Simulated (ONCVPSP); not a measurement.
## Eu (Z = 63), ONCV: configuration errors across variants

* Element: europium (Eu)
* Generator: ONCVPSP 4.0.1
* Type: optimised norm-conserving Vanderbilt (ONCV)
* Functional: LDA (Perdew-Wang 92)
* Relativity: scalar-relativistic
* Frozen core: [Kr] 4d10 4f6
* Valence charge: 11
* Reference configuration: 5s2 5p6 5d1 6s1.75 6p0.25
* Partial waves: 5s+6s: rc 2.20 bohr, ncon 4, nbas 8, qcut 6.4 1/bohr, 2 projectors; 5p+6p: rc 2.20 bohr, ncon 3, nbas 7, qcut 5.9 1/bohr, 2 projectors; 5d: rc 2.55 bohr, ncon 4, nbas 8, qcut 4.2 1/bohr, 2 projectors, debl 3.3 Ha; f scattering state at 0.19 Ha: rc 2.40 bohr, ncon 4, nbas 7, qcut 5.1 1/bohr, 2 projectors, debl 1.9 Ha
* Local potential: polynomial inside 1.45 bohr (lpopt 2, dvloc0 0 Ha)
* Core correction: Teter function, fcfact 4.75, rcfact 1.6

All-electron excitation energies from the reference (eV): (1) 5s2 5p6 5d1 6s2 6p0 -0.706; (2) 5s2 5p6 5d1 6s1 6p0 6.047; (3) 5s2 5p6 5d1 6s0 6p0 18.251.

Errors AE − PS in meV (a dash: test not solved or not reliable):

| change | (1) | (2) | (3) | bound ghosts | GHOST(+) flags above zero |
| --- | --- | --- | --- | --- | --- |
| base | +0.1 | -1.0 | +0.6 | none | s, f |
| core correction Teter function, fcfact 1.6, rcfact 1.6 | +0.2 | -0.8 | +2.5 | none | s, f |
| core correction Teter function, fcfact 2.4, rcfact 1.6 | +0.2 | -0.8 | +1.9 | none | s, f |
| core correction Teter function, fcfact 3.4, rcfact 1.6 | +0.1 | -0.9 | +1.3 | none | s, f |
| core correction Teter function, fcfact 4.1, rcfact 1.6 | +0.1 | -0.9 | +0.9 | none | s, f |
| core correction Teter function, fcfact 6.1, rcfact 1.6 | +0.1 | -1.0 | 0.0 | none | s, f |
| core correction Teter function, fcfact 6.6, rcfact 1.6 | +0.1 | -1.1 | -0.2 | none | s, f |
| core correction Teter function, fcfact 7.5, rcfact 1.6 | +0.1 | -1.1 | -0.6 | none | s, f |

Q: Give the same row for: core correction Teter function, fcfact 5.2, rcfact 1.6.

A: +0.1, -1.0, +0.4; bound ghosts: none; GHOST(+) flags above zero: s, f.
